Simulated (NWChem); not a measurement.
Molecule: CClF, singlet; SMILES Cl[C]F

All runs: NWChem. Low-valent species are run as closed-shell singlets; no triplet was tried in these runs. Geometry: optimised at B3LYP/6-31G* (spherical d).

Problem. Taking PBE0/cc-pVQZ as the yardstick, which of these has the fewest basis functions while keeping “highest occupied level (eV)” within 0.1 eV of it: PBE0/cc-pVTZ; PBE0/aug-cc-pVTZ; PBE0/cc-pVDZ; PBE0/aug-cc-pVDZ?

Solution. PBE0/aug-cc-pVDZ.
```
level             basis functions  highest occupied level (eV)  relative time (rough)
----------------  ---------------  ---------------------------  ---------------------
PBE0/cc-pVDZ                   46                        -8.14                      1
PBE0/aug-cc-pVDZ               73                        -8.40                      2
PBE0/cc-pVTZ                   94                        -8.27                      3
PBE0/aug-cc-pVTZ              142                        -8.37                      8
PBE0/cc-pVQZ                  169                        -8.32                     10
```

The yardstick is one finite set, not the basis-set limit.
